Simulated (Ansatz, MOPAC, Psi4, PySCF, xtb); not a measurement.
Pair of molecules: H2O (SMILES O) (first 3 atoms) with CH2O (SMILES C=O); geometry from B3LYP-D3(BJ)/def2-TZVP, rigid monomers moved along the line of their centres of mass till O1···C4 is 3.93 Å.
(charge 0, multiplicity 1):
```xyz
7

O     -0.150     0.438    -0.115
H      0.492     0.168    -0.779
H     -0.524    -0.382     0.230
C     -0.028     0.432     3.818
O     -0.432    -0.689     3.978
H      1.051     0.672     3.819
H     -0.710     1.287     3.666
```

Counterpoise-corrected where a basis set is named; no monomer relaxation. Rows marked so take none.

Cores are frozen in the correlated methods. Rows in 6-31G* carry no dispersion term and start afresh at each structure (6-31G* with six Cartesian d functions). MP2/6-31G* freezes PySCF's default core. The state that AM1, PM3 reach isn't checked.

Run with Ansatz (Gaussian basis) for Hartree–Fock, density functionals and correlated methods; MOPAC for AM1, PM3 (differences of heats of formation); Psi4 for SAPT; PySCF for 6-31G* rows; xtb for the GFN methods. Each number belongs to the level named beside it.

| level | interaction energy (kJ/mol) |
|---|---|
| GFN-FF | -5.5 |
| AM1 | -2.9 |
| PM3 | -2.9 |
| HF/6-31G* | -6.0 |
| HF/aug-cc-pVDZ | -5.8 |
| B3LYP/6-31G* (no counterpoise) | -5.4 |
| MP2/6-31G* (no counterpoise) | -6.1 |
| CCSD(T)/aug-cc-pVDZ | -5.5 |
| SAPT0/jun-cc-pV(D+d)Z | [?] |

### Question
Complete the blanks.

### Answer

- SAPT0/jun-cc-pV(D+d)Z, interaction energy (kJ/mol): -7.0

Ansatz is an electronic-structure program.
